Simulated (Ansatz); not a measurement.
2-chlorobuta-1,3-diene (C₄H₅Cl), SMILES ClC(C=C)=C.

Coordinates come from a B3LYP-D3(BJ)/def2-SVP optimisation. Other conformers were not sampled.

Two levels are set side by side: PBE/def2-SVPD (Ansatz, a first-principles code) and PBE0/def2-SVPD (Ansatz). Energy differences of separate SCF runs at the same geometry; the states with an electron removed or added have multiplicity 2 and 2. Differences are taken from unrounded values.

```csv
quantity,PBE0,PBE,PBE minus PBE0
vertical ionisation energy (eV),9.05,8.97,-0.07
vertical singlet–triplet gap (eV),3.10,3.11,0.01
```

Here PBE gives about what the other level gives.
